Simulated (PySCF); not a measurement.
**Dipole polarisabilities along group 11, charge +2**

Calculated with PySCF 2.14 for the ground configurations, without spin-orbit coupling: coupled response for Hartree-Fock and DFT. Mean α in bohr³, C₆ of like pairs in atomic units.

```json
{"species": "Cu²⁺ [Ar] 3d9 (aug-cc-pwCVDZ-PP with ECP10MDF, ECP)", "α UHF": "2.088", "α PBE": "2.602", "α PBE0": "2.420", "C₆ UHF": "5.046", "C₆ PBE": "6.126", "C₆ PBE0": "5.760"}
{"species": "Ag²⁺ [Kr] 4d9 (aug-cc-pwCVDZ-PP with ECP28MDF, ECP)", "α UHF": "5.158", "α PBE": "5.883", "α PBE0": "5.639", "C₆ UHF": "25.96", "C₆ PBE": "29.98", "C₆ PBE0": "28.68"}
{"species": "Au²⁺ [Xe] 4f14 5d9 (aug-cc-pwCVDZ-PP with ECP60MDF, ECP)", "α UHF": "7.629", "α PBE": "8.451", "α PBE0": "8.175", "C₆ UHF": "48.73", "C₆ PBE": "54.59", "C₆ PBE0": "52.73"}
```
